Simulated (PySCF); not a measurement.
**Assigning NMR signals**

Atoms are numbered as in `[BH2:1][CH2:2][C:3]#[CH:4]`. Each H is labelled by its parent atom.

- PBE0-D3(BJ)/def2-SVP structure
- shieldings: GIAO PBE0/pcSseg-1
- J: B3LYP/pcJ-1
- run in PySCF 2.14
- single conformer, relativity neglected, gas phase, rapidly exchanging positions averaged

Scale: TMS for 13C (σref 184.41), 1H (σref 31.27) (reference shieldings calculated alike).

(1) Assign these signals to the numbered atoms. 13C{1H} NMR (computed): δ 86.3 (C), 72.7 (CH), 23.6 (CH2).

(2) Assign these signals to the numbered atoms. 1H NMR (500 MHz, computed): δ 7.69 (br, 2H), 2.62 (dt, J = 4.0, 1.8 Hz, 2H), 1.86 (t, J = 4.0 Hz, 1H).

Results:

(1) 
```tsv
δ (ppm)	atoms	environment	reason
86.3	C3	alkyne carbon	sp carbons lie upfield of alkene carbons because the cylindrical π system leaves one tensor component strongly shielded
72.7	C4	terminal alkyne carbon	sp carbons lie upfield of alkene carbons because the cylindrical π system leaves one tensor component strongly shielded
23.6	C2	propargylic sp3 CH2 bonded to B	–
```

(2) 
7.69 → H(B1), hydrogen on a boron bonded to C
2.62 → H(C2), hydrogen on a propargylic sp3 CH2 bonded to B
1.86 → H(C4), hydrogen on a terminal alkyne carbon: it lies on the axis of the triple bond, in its shielding cone

Hydrogens on boron are broadened and split by 11B (spin 3/2, 80 %) and 10B (spin 3). A carbon bonded to boron is broadened by the quadrupolar boron nucleus and is often missing from a measured spectrum. Multiplet labels drop couplings under 1 Hz and merge nearly equal ones. Shifts are as computed. Against solution values, carbons near 30 ppm lie about +2 ppm off and those near 130 ppm about +5 ppm. Of 1211 compounds with measured shifts, 218 miss one by over three times the rms of a fit or turn the order of signals round; such compounds aren't used in these exercises. Vicinal couplings across rotatable single bonds and in flexible rings belong to the one computed conformer; a conformer average would change them.
